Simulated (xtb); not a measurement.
SnF, SMILES [F][Sn+] (connectivity only; charge and spin as stated), charge +1, multiplicity 1. All values are semi-empirical tight-binding results from xtb (GFN2-xTB unless named), good for trends rather than for accurate numbers. Geometry optimised at GFN2-xTB. The multiplicity is an assumed one; other spin states were not compared.

For metal compounds this method's bond lengths and energies can be far off.

Q: Estimate the properties. (An estimate is asked for; the answer gives what the named calculation found.)

A: 
- point group as xtb finds it: C∞v
- orbital gap: 4.90 eV
